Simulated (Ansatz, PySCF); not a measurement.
C2H6O, charge -1, doublet, at the geometry of the source list (a state made from the parent by changing its charge; the spin is typed, not shown lowest) (in this run its highest filled SCF level lies above zero, so its values depend strongly on the basis, on diffuse functions most of all). Base run: R2SCAN/6-31G** (PySCF).

Here is a job for PySCF.
```python
from pyscf import gto, scf, dft

mol = gto.Mole()
mol.atom = '''
    C     1.16640000    0.05490000   -0.08030000
    O    -0.03540000    0.25290000   -0.77830000
    C    -1.17010000   -0.02840000   -0.00110000
    H     1.26910000   -0.98730000    0.24800000
    H     1.22750000    0.70680000    0.80050000
    H     1.97150000    0.29950000   -0.76960000
    H    -1.17600000   -1.07450000    0.33100000
    H    -2.03540000    0.15660000   -0.63370000
    H    -1.21760000    0.61960000    0.88340000
'''
mol.basis = '6-31g**'
mol.charge = -1
mol.spin = 1
mol.verbose = 4
mol.build()

mf = dft.UKS(mol)
mf.xc = 'r2scan'
mf.kernel()
```

The same geometry, method and basis name were run in Ansatz (an electronic-structure program) and PySCF, at each program's defaults and at the settings that a row names. The base is PySCF at its defaults. Differences at the defaults can come from grids, fitting, cores and function types together.

```json
[
 {"code and settings": "PySCF, defaults (exact integrals, its default grid, spherical functions)", "ΔE vs base (µEh)": "0.0", "basis functions": "72", "E (Eh)": "-154.76245", "SCF cycles": "12"},
 {"code and settings": "Ansatz, defaults (factorised integrals, its default grid, Cartesian functions)", "ΔE vs base (µEh)": "-1912", "basis functions": "75", "E (Eh)": "-154.76437", "SCF cycles": "-"},
 {"code and settings": "PySCF, density fitting with def2-universal-jkfit", "ΔE vs base (µEh)": "-104", "basis functions": "72", "E (Eh)": "-154.76256", "SCF cycles": "12"},
 {"code and settings": "PySCF, fine grid", "ΔE vs base (µEh)": "3.9", "basis functions": "72", "E (Eh)": "-154.76245", "SCF cycles": "12"},
 {"code and settings": "Ansatz, high accuracy, Cartesian functions as the basis file defines them", "ΔE vs base (µEh)": "-1909", "basis functions": "75", "E (Eh)": "-154.76436", "SCF cycles": "-"}
]
```

Open shells are given as the SCF converged; they aren't shown to be the lowest states, and a large step between rows can be another state.
